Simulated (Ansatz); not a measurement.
One change: `[F][GeH]([F])[SeH]` becomes `C[O][Ge]([F])([F])[SeH]`.

Ansatz, PBE0-D4/def2-TZVP geometries, multiplicity 1. Each molecule was computed in one conformer, which needn't be the lowest.

Scalar relativity is left out up to krypton.

| property | `[F][GeH]([F])[SeH]` |
| --- | --- |
| LUMO energy (B3LYP/def2-TZVPP) / eV | -1.27 |
| HOMO–LUMO gap (PBE0/def2-TZVPP) / eV | 6.92 |
| size of the dipole moment (PBE/def2-TZVPP) / D | 2.60 |
| HOMO–LUMO gap (ωB97M-V/def2-TZVPP) / eV | 11.04 |
| HOMO energy (PBE0/def2-TZVPP) / eV | -7.87 |
| HOMO energy (ωB97M-V/def2-TZVPP) / eV | -10.05 |

(1) Give the same properties after the change, and the shifts. (An estimate is asked.)

Results:

(1) Computed: 
```tsv
property	`C[O][Ge]([F])([F])[SeH]`	shift
LUMO energy (B3LYP/def2-TZVPP) / eV	-1.47	-0.20
HOMO–LUMO gap (PBE0/def2-TZVPP) / eV	6.79	-0.13
size of the dipole moment (PBE/def2-TZVPP) / D	0.97	-1.63
HOMO–LUMO gap (ωB97M-V/def2-TZVPP) / eV	11.00	-0.04
HOMO energy (PBE0/def2-TZVPP) / eV	-7.93	-0.06
HOMO energy (ωB97M-V/def2-TZVPP) / eV	-10.13	-0.08
```

With PBE0 the HOMO falls by 0.06 eV and the LUMO falls by 0.19 eV, so the gap narrows by about 0.13 eV. PBE moves the HOMO by -0.02 eV and ωB97M-V by -0.08 eV. Dipoles are sizes alone; their direction can turn.

B3LYP here is the variant with VWN-RPA as its local correlation; programs differ in this.

Spin–orbit coupling is left out; it splits and shifts lone-pair levels of the heavy atoms by tenths of an eV.
